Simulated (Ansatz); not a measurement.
C2H6S2Si can be A, `C1[SiH2]SCS1`, or B, `CC1(S)[SiH2]S1`.

Computed with Ansatz on PBE0-D4/def2-TZVP structures; ΔE is electronic, products minus reactants. CCSD(T)/CBS is the MP2 limit (def2-TZVPP, def2-QZVPP) plus CCSD(T) − MP2 in def2-TZVPP, frozen cores. Functionals use def2-TZVPP. B3LYP here is the variant with VWN-RPA as its local correlation; programs differ in this. One conformer a species, not always the lowest.

Which isomer does CCSD(T)/CBS put lower? Give the gap. (Best estimate.)

The calculation gave: A, by 20.5 kcal/mol.

Give E(B) − E(A) in kcal/mol with B2PLYP, r2SCAN-D4, B3LYP-D4, B3LYP, ωB97M-V, PBE-D4, CCSD(T)/def2-TZVPP. (Best estimate.)

Computed: B2PLYP 20.1, r2SCAN-D4 19.9, B3LYP-D4 20.4, B3LYP 20.1, ωB97M-V 20.9, PBE-D4 19.6, CCSD(T)/def2-TZVPP 20.1. None reverses the order clearly.

Largest T1 diagnostic: 0.012.

From PBE to PBE0 (25 % exact exchange), in def2-TZVPP and without D4, E(B) − E(A) moves by +1.7 kcal/mol. In def2-TZVPP, CCSD(T) changes the Hartree–Fock value by −3.1 kcal/mol (the triples alone add −0.6 kcal/mol) and MP2 by −3.9 kcal/mol.
